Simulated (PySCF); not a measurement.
## Two-component Hartree-Fock for Xe²⁹⁺ (xenon, charge +29)

Start: [Ar] 3d7; 3d3/2 filled at m_j = -3/2, -1/2, +1/2, +3/2; 3d5/2 filled at m_j = +1/2, +3/2, +5/2. Calculated with PySCF 2.14 in an even-tempered Gaussian basis (16 s from 4.6 bohr⁻², ratio 2.8; 12 p from 6 bohr⁻², ratio 2.8; 8 d from 6 bohr⁻², ratio 2.8; 3 f from 23 bohr⁻², ratio 3): generalised Hartree-Fock with the X2C-1e Hamiltonian and a Gaussian nucleus; one run each with spin-orbit coupling (SO) switched off, then screened by Boettger's factors.

```
spinor shell  electrons  ε, spin-free (eV)  ε, screened SO (eV)  weight of nominal j (screened SO)  rms radius, screened SO (bohr)
       1s1/2          2           -35906.0             -35901.4                              1.000                          0.0305
       2s1/2          2            -6652.1              -6650.2                              1.000                           0.124
       2p1/2          2            -6085.2              -6316.4                              1.000                           0.107
       2p3/2          4            -6085.2              -5980.0                              1.000                           0.112
       3s1/2          2            -2193.3              -2192.8                              1.000                           0.314
       3p1/2          2            -2003.9              -2059.2                              0.992                           0.305
       3d3/2          4            -1755.6              -1763.4                              0.898                           0.282
       3d5/2          3            -1755.6              -1748.1                              0.895                           0.284
```

**Question.** Where does 3p3/2 lie, and what is the 3p spin-orbit splitting (screened SO)?

**Answer.** At -1978.3 eV, 80.924 eV above 3p1/2.

| quantity | spin-free | screened SO |
| --- | --- | --- |
| E (hartree) | -6939.26263 | -6942.14024 |
| M_J | 9/2 | 9/2 |
| ⟨J²⟩ | 24.751 | 24.751 |
| ⟨L²⟩ | 12.000 | 14.142 |
| ⟨S²⟩ | 3.750 | 3.031 |

Each row is a mean over spinors that exchange with the open shell spreads, by up to 31.553 eV (3p3/2).

Rows whose weight is well below 1 are mixtures of j = l ± 1/2: exchange outweighs spin-orbit coupling there, and the label is only the starting occupation.

Breit and QED terms are absent; they matter most for the inner s and p1/2 levels.

Densities and radii are taken from the X2C orbitals without a picture-change correction, which distorts them close to the nucleus.

Without spin-orbit coupling the j labels of p, d and f shells carry no meaning; the spin-free column gives the mean over the occupied spinors of each nl shell.
